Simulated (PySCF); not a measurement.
Predicted spectroscopic data

- PBE0/pcSseg-1 with gauge-including orbitals
- GFN2-xTB geometry
- code: PySCF 2.14.0 with density-fitted response routines
- averaged over atoms made equivalent by symmetry, fast rotation or ring inversion, non-relativistic Hamiltonian, gas phase, one computed conformer

Referencing at the same level of theory: ¹H (σ = 31.72 ppm), ¹³C (σ = 186.93 ppm) vs TMS. Splittings of carbon signals by F and P are missing where no couplings were computed. Where no couplings were computed, multiplicities follow the n + 1 count of equivalent neighbours, and m marks all less simple cases (inequivalent or close neighbours, rings, F or P nearby). Shifts are as computed. Against solution values, carbons near 30 ppm lie about +3 ppm off and those near 130 ppm about +5 ppm; carbons on Cl a further +6 ppm. Of 1211 compounds with measured shifts, 218 miss one by over three times the rms of a fit or turn the order of signals round; such compounds aren't used in these exercises. Carbons bonded to Cl come out too deshielded.

Compound 1 (C5H5F3Si). ¹H NMR (600 MHz, computed): δ 6.37 (m, 1H), 4.32 (m, 1H), 2.02 (s, 3H). ¹³C{¹H} NMR (computed): δ 187.0, 152.4, 144.2, 89.8, 20.9. Structure: `C1=C(F)C=C(C)[Si]1(F)F`.

Compound 2 (C5H4ClN3). ¹H NMR (600 MHz, computed): δ 9.19 (s, 1H), 8.00 (m, 1H), 6.77 (m, 1H), 6.48 (m, 1H). ¹³C{¹H} NMR (computed): δ 175.5, 156.8, 151.9, 141.0, 137.4. Structure: SMILES C=Cc1cnnc(Cl)n1.
